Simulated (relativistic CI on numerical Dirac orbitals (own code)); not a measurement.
Computed by Dirac-Coulomb-Breit CI, KLI orbitals optimised for each configuration, model QED (radiative potential, 1s self-energy scaled to tabulated hydrogen-like ionisation energies), unscaled Slater integrals (own radial code, finite nucleus).

The strongest absorption lines from the ground level of an ion, among the configurations computed and to levels below about 844 eV (vacuum wavelength in Å, gf): 14.731 (0.46), 14.889 (0.5), 14.950 (0.68), 15.046 (0.5), 15.130 (0.86), 18.924 (0.4), 18.972 (0.62), 49.766 (1).

Task: Which ion is it?
A. I²⁸⁺
B. Sb²⁴⁺
C. I²⁶⁺
D. La³⁰⁺

Result: C. I²⁶⁺ has 27 electrons and the ground level 3s2 3p6 3d9 2D_5/2; the strongest line goes to 3s2 3p5 3d10 2P°_3/2. The pattern of lines fixes the number of electrons, and along that sequence the line energies rise steadily with the charge (about as its square where n changes within one kind of shell, about linearly where n is kept but much faster in heavy ions where fine structure, which grows about as Z⁴, sets the gap, and irregularly where shells cross), which fixes Z. Configurations outside the model, such as inner-shell arrays, can give stronger lines. At this charge energies of transitions that change n are usually good to better than 1 %, and those within a shell (Δn = 0) to a few per cent.

LS names give the leading component of a level, which can be under half, so a name can repeat, a term be missing and a line seem to break the LS rules.
